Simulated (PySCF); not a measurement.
H8NSi3, SMILES N([SiH3])([SiH2])[SiH3] (connectivity only; charge and spin as stated), charge +1, multiplicity 1. Heavy atoms are numbered as in [SiH2:1][N:2]([SiH3:3])[SiH3:4]. Hydrogens are named by the atom that carries them.

Geometry optimised at PBE-D3(BJ)/def2-SVP. The spin state was assumed, not searched. The isomer is the one that the SMILES or the coordinates give; other isomers of the formula were not compared.

These are r2SCAN/def2-TZVP in PySCF values and carry that method's errors.

Atomic charges (e), one atom of each kind:

```tsv
atom	Mulliken	IAO	Löwdin
Si1 (SiH2)	0.51	0.99	0.59
N2	-0.41	-0.89	-0.19
Si3 (SiH3)	0.26	0.74	0.32
H on Si1	0.11	-0.04	0.01
H on Si3	0.04	-0.08	-0.01
```

Question: Give the Mayer and Wiberg (Löwdin basis) orders of the bonds. (The exact figures need the calculation; the answer reports its results.)

Answer: 
```csv
bond,Mayer,Wiberg
Si1–N2,1.63,1.82
N2–Si3,0.87,1.10
N2–Si4,0.87,1.10
```
